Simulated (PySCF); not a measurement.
# One molecule, several mistakes: AlBGeH6N cation

All numbers below are calculated, not measured. The program is PySCF 2.14.0, an open-source quantum chemistry code, run on an isolated molecule that a program drew, which may never have been made. The molecule is AlBGeH6N cation (charge +1, singlet), drawn as the SMILES string `[BH+][GeH2][NH][AlH2]`.

Each row is a Hartree-Fock (HF) and frozen-core CCSD(T) single point in the cc-pV(D+d)Z basis, meant for a local HF minimum. Run 1 is clean. Each other run has one planted mistake out of seven kinds, and not every kind appears here: one electron removed, one electron added, multiplicity raised by two, geometry at a saddle point, minimal basis STO-3G, one bond length entered in bohr, all coordinates scaled. The reference is restricted for singlets and unrestricted otherwise, and also for a bond in bohr. Adding or removing an electron swaps singlet and doublet. Electrons count all cores. HOMO and LUMO are orbital energies over both spins, the gradient is its largest component, and the lowest frequency (negative if imaginary) is given only where the gradient is small. Bond lengths are over the 9 bonds as drawn. T1 is the CCSD diagnostic: over 0.02 (restricted) or 0.045 (unrestricted) a single reference is doubtful. Germanium has the cc-pVDZ-PP basis, with a core potential (ECP10MDF) in place of its 10 inner electrons, and its 3s, 3p and 3d shells are frozen in CCSD(T).

Geometry of the clean run:
```xyz
10
AlBGeH6N cation, angstrom
B     0.1540   -3.3714   -0.1170
Ge    1.7345   -2.0013    0.5114
N     0.8744   -0.4170    0.5275
Al    0.2483    0.5612    1.9328
H    -0.7773   -4.0252   -0.4544
H     2.0932   -2.5366    1.8834
H     2.7811   -2.1853   -0.5727
H     0.9166    0.0511   -0.3659
H     0.2431   -0.2452    3.2790
H    -0.2394    2.0131    1.6268
```

```
run,electrons,basis functions,<S^2>,HOMO (eV),LUMO (eV),gradient (hartree/bohr),lowest frequency (cm^-1),mean bond (Å),longest bond (Å),T1,HF (hartree),CCSD(T) (hartree),mistake
1,62,104,0.000,-15.14,-4.91,1.7e-05,60,1.5746,2.184,0.0175,-617.62763,-618.07574,no fault
2,62,104,0.000,-15.57,-5.07,8.3e-02,-,1.4518,2.014,0.0158,-617.56272,-618.00154,all coordinates scaled
3,62,104,2.047,-12.51,-6.13,9.7e-02,-,1.5746,2.184,0.0424,-617.56213,-617.98880,multiplicity raised by two
4,61,104,0.840,-19.93,-12.85,5.2e-02,-,1.5746,2.184,0.0539,-617.11411,-617.53853,?
5,63,104,0.768,-7.29,1.66,5.2e-02,-,1.5746,2.184,0.0301,-617.84973,-618.31100,?
```

**Which mistake was planted in run 4, and what did it cost?**

It counts 61 electrons, one fewer than the clean run, at the same geometry and basis. So the mistake is: one electron removed. Subtracting run 1 and multiplying by 627.51 kcal/mol a hartree, the energy moved by 322.2 kcal/mol in HF and 337.1 kcal/mol in CCSD(T).

**Which mistake was planted in run 5, and what did it cost?**

It counts 63 electrons, one more than the clean run, at the same geometry and basis. So the mistake is: one electron added. Subtracting run 1 and multiplying by 627.51 kcal/mol a hartree, the energy moved by -139.4 kcal/mol in HF and -147.6 kcal/mol in CCSD(T).

Cautions from the logs. Run 4: T1 is over the limit, so its CCSD(T) energy is less reliable.
